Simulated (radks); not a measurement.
Trend from Zn to Hg: ionisation energy by Delta-SCF between NIST ground configurations, and size. Method: Dirac Kohn-Sham, PBEsol, spin-unpolarised, spherical densities, finite nucleus; Fermi nuclear charge, rms radius of each element as measured or else 0.836 A^(1/3) + 0.57 fm; computed with a radial shooting solver on a logarithmic mesh with Libxc functionals.

species	configuration	configuration of the ion	IE (eV)	NIST (eV)	kind	outermost	<r> outermost (bohr)	r at 0.001 e/bohr^3 (bohr)
Zn	[Ar] 3d10 4s2	[Ar] 3d10 4s1	9.900	9.394	exp.	4s1/2	2.64	4.18
Cd	[Kr] 4d10 5s2	[Kr] 4d10 5s1	9.310	8.994	exp.	5s1/2	2.88	4.37
Hg	[Hg]	[Xe] 4f14 5d10 6s1	10.746	10.438	exp.	6s1/2	2.68	4.30

Reference values: NIST Atomic Spectra Database (measured). Spin polarisation and multiplet splitting are left out, so open shells lie too high by an amount that depends on their filling.

Beside tabulated values, note that spin-unpolarised runs miss the spin-polarisation part of the exchange energy of open shells.
